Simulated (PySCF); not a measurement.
# How methods differ on the ionisation energy of Sn⁺

Sn⁺ [Kr] 4d10 5s2 5p1 (2P) → Sn²⁺ [Kr] 4d10 5s2 (1S), as a difference of total energies. Calculation: PySCF 2.14, in aug-cc-pVDZ-PP with ECP28MDF (5s4p3d, 32 functions); a scalar-relativistic core potential. Correlated levels: valence: 4s2 4p6 4d10 frozen. The calculations carry no spin-orbit coupling.

| method | ionisation energy (eV) | error (eV) |
| --- | --- | --- |
| UHF | 13.720 | -0.562 |
| LDA | 14.381 | +0.099 |
| PBE | 14.212 | -0.070 |
| PBE0 | 14.245 | -0.037 |
| r2SCAN | 14.362 | +0.080 |
| PW91 | 14.288 | +0.006 |
| M06-2X | 14.111 | -0.171 |
| TPSS | 14.177 | -0.105 |
| BLYP | 14.131 | -0.151 |
| MP2 (valence) | 13.853 | -0.429 |
| SCS-MP2 (valence) | 13.835 | -0.447 |

Reference: 14.282 eV (measured; NIST levels, between the centres of gravity of the two terms).

Errors of the correlated levels include the incompleteness of this basis and the frozen core.
